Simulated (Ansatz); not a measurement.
Ansatz (a quantum-chemistry and plane-wave program) input (PBE/6-31G*):

Ansatz 0.2 input:
```yaml
crystal:
  periodic: [false, false, false]
  atoms:
    - {symbol: C, position_ang: [1.16415300, -0.10205900, -0.42726900]}
    - {symbol: N, position_ang: [0.63102200, -1.23167200, -0.50521300]}
    - {symbol: C, position_ang: [-0.68143400, -1.22628900, -0.04902400]}
    - {symbol: C, position_ang: [-1.11007100, -0.01240300, 0.38189900]}
    - {symbol: S, position_ang: [0.16744200, 1.15930900, 0.21161000]}
    - {symbol: H, position_ang: [-1.25680100, -2.13868300, -0.06180400]}
    - {symbol: H, position_ang: [-2.07530700, 0.25594100, 0.77889400]}
basis:
  gaussian:
    orbitals: 6-31G*
hamiltonian:
  xc: {name: PBE}
magnetization: {spin_polarized: true, initial_magnetization: 1}
relax: {f_tol: 0.003, max_steps: 120}
```

From the output:

```
these checks for a lower state are left out or cut short: starts, cluster_reference, orbital_swaps, neighbouring_geometries, increment
integrals: 0.03 GiB planned
959 factors; their error is unknown
mean field: 0.25 GiB planned
mean field evaluation 32: about -15455.5166 eV, gradient 4.8e-1 eV
mean field -15455.43558945 eV, -567.9767818419 hartree, gradient 1.5e-5 eV, S^2 0.755551; 0 other end points of the search recorded, 0 dependent functions left out
the calculation of the forces begins
reference -15455.43561308 eV, -567.9767827103 hartree; 22, 21 occupied and 61, 62 virtual orbitals, 959 factors
relax step   3: F+E_penalty+E_count = -15455.43558945 eV  Δ(F+E_penalty+E_count) = -3.756e-3 eV  max|allowed force component| = 7.444e-2 eV/Å  Δτ_max = 0.0067 Å  (39 SCF iters, accepted)
these checks for a lower state are left out or cut short: starts, cluster_reference, orbital_swaps, neighbouring_geometries, increment
integrals: 0.03 GiB planned
959 factors; their error is unknown
mean field: 0.25 GiB planned
mean field -15455.43577675 eV, -567.9767887249 hartree, gradient 1.5e-5 eV, S^2 0.755578; 0 other end points of the search recorded, 0 dependent functions left out
the calculation of the forces begins
reference -15455.43580038 eV, -567.9767895934 hartree; 22, 21 occupied and 61, 62 virtual orbitals, 959 factors
relax step   4: F+E_penalty+E_count = -15455.43577675 eV  Δ(F+E_penalty+E_count) = -1.873e-4 eV  max|allowed force component| = 2.509e-2 eV/Å  Δτ_max = 0.0018 Å  (39 SCF iters, accepted)
these checks for a lower state are left out or cut short: starts, cluster_reference, orbital_swaps, neighbouring_geometries, increment
integrals: 0.03 GiB planned
959 factors; their error is unknown
mean field: 0.25 GiB planned
mean field -15455.43579044 eV, -567.9767892280 hartree, gradient 1.5e-5 eV, S^2 0.755578; 0 other end points of the search recorded, 0 dependent functions left out
the calculation of the forces begins
reference -15455.43581407 eV, -567.9767900964 hartree; 22, 21 occupied and 61, 62 virtual orbitals, 959 factors
relax step   5: F+E_penalty+E_count = -15455.43579044 eV  Δ(F+E_penalty+E_count) = -1.369e-5 eV  max|allowed force component| = 8.889e-3 eV/Å  Δτ_max = 0.0007 Å  (41 SCF iters, accepted)
these checks for a lower state are left out or cut short: starts, cluster_reference, orbital_swaps, neighbouring_geometries, increment
integrals: 0.03 GiB planned
959 factors; their error is unknown
mean field: 0.25 GiB planned
mean field -15455.43579414 eV, -567.9767893639 hartree, gradient 1.5e-5 eV, S^2 0.755579; 0 other end points of the search recorded, 0 dependent functions left out
the calculation of the forces begins
reference -15455.43581777 eV, -567.9767902324 hartree; 22, 21 occupied and 61, 62 virtual orbitals, 959 factors
relax step   6: F+E_penalty+E_count = -15455.43579414 eV  Δ(F+E_penalty+E_count) = -3.699e-6 eV  max|allowed force component| = 1.674e-3 eV/Å  Δτ_max = 0.0005 Å  (39 SCF iters, accepted)
integrals: 0.03 GiB planned
959 factors; their error is unknown
mean field: 0.25 GiB planned
mean field evaluation 64: about -15455.5179 eV, gradient 2.7e-1 eV
mean field evaluation 96: about -15453.2145 eV, gradient 9.4e-2 eV
mean field -15455.43579414 eV, -567.9767893639 hartree, gradient 1.5e-5 eV, S^2 0.755579; 4 other end points of the search recorded, 0 dependent functions left out
the calculation of the forces begins
reference -15455.43581777 eV, -567.9767902324 hartree; 22, 21 occupied and 61, 62 virtual orbitals, 959 factors
Total energy: -15455.43581777 eV, -567.9767902324 hartree
Atom 0 at     1.177267    -0.099246    -0.431160 Å, force     0.001674     0.000759    -0.000404 eV/Å
Atom 1 at     0.638092    -1.245326    -0.510840 Å, force    -0.000392    -0.000161     0.000099 eV/Å
Atom 2 at    -0.677352    -1.232705    -0.051931 Å, force    -0.000451     0.000018     0.000160 eV/Å
Atom 3 at    -1.115644    -0.006879     0.385116 Å, force    -0.000709    -0.000522     0.000124 eV/Å
Atom 4 at     0.170026     1.176699     0.214759 Å, force     0.000450    -0.001022    -0.000394 eV/Å
Atom 5 at    -1.261781    -2.154686    -0.063800 Å, force     0.000426     0.001185     0.000128 eV/Å
Atom 6 at    -2.091605     0.266287     0.786950 Å, force    -0.000998    -0.000257     0.000286 eV/Å
Dipole moment:    -0.403189     0.110081     0.165362 e Å
```

The geometry given is a B3LYP-D3(BJ)/def2-TZVP minimum.
